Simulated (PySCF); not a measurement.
C₆H₁₀. Atoms are numbered in the order given.

```xyz
16

C      2.2289     0.2947    -0.0411
C      0.7437     0.1555    -0.0446
C     -0.1693     1.0901    -0.3668
C     -1.5761     0.5541    -0.3200
C     -1.4117    -0.7706     0.4567
C      0.0674    -1.1615     0.2714
H      2.5469     1.3084    -0.3264
H      2.6477     0.0683     0.9555
H      2.6947    -0.4220    -0.7411
H      0.0759     2.1097    -0.6824
H     -1.9596     0.3837    -1.3465
H     -2.2936     1.2423     0.1602
H     -2.1148    -1.5547     0.1348
H     -1.6011    -0.5832     1.5270
H      0.4964    -1.6614     1.1583
H      0.2102    -1.8657    -0.5735
```

The structure is a stationary point at r2SCAN-D4/def2-SVP. The values are those of a single conformer.

The numbers are results of PBE/pcSseg-1 in PySCF, not measurements.

GIAO shieldings, no solvent; atoms listed in one row are averaged. δ = σ(ref) − σ: ¹³C against TMS (σ = 182.0 ppm); ¹H against TMS (σ = 31.49 ppm), references at their B3LYP-D3(BJ)/def2-TZVP geometries, non-relativistic.

Estimate the chemical shifts. (The exact figures need the calculation; the answer reports its results.)


| nucleus | atoms | count | δ (ppm) |
|---|---|---|---|
| ¹³C | C2 | 1 | 150.6 |
| ¹³C | C3 | 1 | 134.7 |
| ¹³C | C6 | 1 | 44.0 |
| ¹³C | C4 | 1 | 40.5 |
| ¹³C | C5 | 1 | 31.5 |
| ¹³C | C1 | 1 | 21.9 |
| ¹H | H10 | 1 | 5.88 |
| ¹H | H11 | 1 | 2.81 |
| ¹H | H12 | 1 | 2.67 |
| ¹H | H16 | 1 | 2.64 |
| ¹H | H15 | 1 | 2.41 |
| ¹H | H13 | 1 | 2.20 |
| ¹H | H7, H8, H9 | 3 | 2.15 |
| ¹H | H14 | 1 | 2.12 |
